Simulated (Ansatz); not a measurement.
`Cl[C@H](Br)[C@H](Cl)Br`, charge 0, multiplicity 1.

Q: Give a relaxed structure at PBE0-D4/def2-TZVP (Ansatz). (Estimate.)

A: The calculation gave: 
```xyz
8

Cl    2.011    0.765   -0.332
C     0.402    0.541    0.354
Br    0.559    0.048    2.221
C    -0.364   -0.525   -0.415
Cl   -0.458   -0.109   -2.125
Br   -2.153   -0.721    0.301
H    -0.118    1.495    0.322
H     0.120   -1.494   -0.326
```
Point group C2.
